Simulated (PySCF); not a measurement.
Electron correlation in Ne³⁺ (neon, charge +3)

[He] 2s2 2p3, high-spin 4S determinant. Calculation: PySCF 2.14, in aug-cc-pVQZ (6s5p4d3f2g, 80 functions); the non-relativistic Hamiltonian (point nucleus). Frozen: 1s2; 5 electrons correlated.

```csv
level,correlation energy (mhartree)
CCSD,-124.39
(T),-1.11
CCSD(T),-125.50
```

Diagnostics: T1 = 0.0021, D1 = 0.0056, largest double amplitude 0.022.

Q: Is a single reference adequate?

A: Yes: T1 lies below 0.03 and no double amplitude reaches 0.07.
